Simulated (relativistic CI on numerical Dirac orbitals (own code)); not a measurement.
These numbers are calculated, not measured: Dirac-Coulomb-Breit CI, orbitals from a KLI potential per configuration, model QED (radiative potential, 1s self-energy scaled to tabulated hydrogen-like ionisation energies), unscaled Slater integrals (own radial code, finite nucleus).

CI space (outside the closed core [Ne]): 3s², 3s3p, 3p², 3s3d, 3d², 3p3d, 3p4s, 3d4s, 3s4s, 3s4p, 3s4d, 3s4f, 3s5s, 3s5p, 3s5d, 4s², 3s5f, 3s5g, 3s6s, 3s6p, 3s6d. Levels of other configurations are missing.

At this charge energies of transitions that change n are usually good to better than 1 %, and those within a shell (Δn = 0) to a few per cent.

Outline of the computed level scheme of Re LXIV. Lowest level of each configuration: 3s² ¹S0 at 0.00 eV; 3s3p ³P°0 at 142.40 eV; 3p² ³P0 at 340.81 eV; 3s3d ³D1 at 753.79 eV; 3p3d ³F°2 at 907.28 eV; 3d² ³F2 at 1521.58 eV; 3s4s ³S1 at 3309.82 eV; 3s4p ³P°0 at 3384.36 eV; 3p4s ³P°1 at 3478.20 eV.

Some strong electric-dipole decays among the lowest 43 levels: 3s4s ¹S0 → 3s3p ¹P°1 (5.3e+13 s⁻¹); 3p4s ³P°0 → 3p² ³P1 (5.0e+13 s⁻¹); 3s4p ¹P°1 → 3s² ¹S0 (4.9e+13 s⁻¹); 3s4s ³S1 → 3s3p ³P°2 (4.4e+13 s⁻¹); 3s4p ³P°1 → 3s² ¹S0 (4.2e+13 s⁻¹); 3p4s ³P°1 → 3p² ¹D2 (3.4e+13 s⁻¹); 3s4s ¹S0 → 3s3p ³P°1 (1.4e+13 s⁻¹); 3s4s ³S1 → 3s3p ³P°1 (1.3e+13 s⁻¹).

LS names give the leading component of a level, which can be under half, so a name can repeat, a term be missing and a line seem to break the LS rules.
